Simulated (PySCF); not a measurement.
**S(2+) (sulfur, charge +2) across methods**

[Ne] 3s2 3p1 3d1, one real determinant (an excited configuration). All numbers are calculated (PySCF 2.14, the spin-free X2C one-electron Hamiltonian (Gaussian nucleus), in aug-cc-pVDZ-DK).

```csv
method,E (hartree),mean ε 3s β (eV),mean ε 3p α (eV),mean ε 3d α (eV),Σ⟨r²⟩ (bohr²),⟨S²⟩
B97-3,-397.2850,-42.104,-32.606,-14.902,18.22,2.001
BLYP,-397.3683,-40.449,-30.828,-14.193,18.14,2.001
PBE0,-397.1936,-41.904,-32.674,-15.028,18.20,2.001
r2SCAN,-397.2930,-40.686,-31.495,-14.411,18.18,2.002
LDA,-395.9318,-40.636,-30.987,-14.122,18.17,2.000
HSE06,-397.2126,-41.525,-32.259,-14.638,18.20,2.001
PBE,-397.1774,-40.404,-31.033,-14.386,18.09,2.001
UHF,-396.74380,-45.081,-36.961,-16.253,18.78,2.005
MN15,-397.3499,-42.223,-33.288,-15.405,17.98,2.001
```

⟨L²⟩ = 8.00 against 12 for a pure F term, so this real determinant mixes terms. The outer electron is Rydberg-like, and this basis confines it to a smaller radius and binds it less than a complete one would.
